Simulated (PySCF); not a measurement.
S4, SMILES S=[S][S]=S (connectivity only; charge and spin as stated), neutral, multiplicity 1. Atoms are numbered in the order given.

```xyz
4

S      0.0000    -1.0448    -0.9226
S      0.0000     1.0448    -0.9226
S      0.0000     1.5141     0.9226
S      0.0000    -1.5141     0.9226
```
Charge 0, spin multiplicity 1.

Coordinates come from a ωB97X-D3(BJ)/def2-SVP optimisation. Other conformers were not sampled.

Two levels are set side by side: PBE/pcSseg-2 (PySCF) and B3LYP/pcSseg-2 (PySCF). GIAO shifts against H2S (³³S) at the same level; non-relativistic, no solvent, atoms listed together averaged. Differences are taken from unrounded values.

```json
[
 {"quantity": "δ(³³S) of S1, S2 (ppm)", "B3LYP": "1349.4"},
 {"quantity": "δ(³³S) of S3, S4 (ppm)", "B3LYP": "1392.8"}
]
```

### Question
What does PBE give, and how far is it from B3LYP? (The exact figures need the calculation; the answer reports its results.)

### Answer

```tsv
quantity	PBE	PBE minus B3LYP
δ(³³S) of S1, S2 (ppm)	1169.3	-180.1
δ(³³S) of S3, S4 (ppm)	1171.0	-221.8
```

Rough cost on one machine, each run with all the roots and properties that it gave: B3LYP against PBE within a factor of 2.
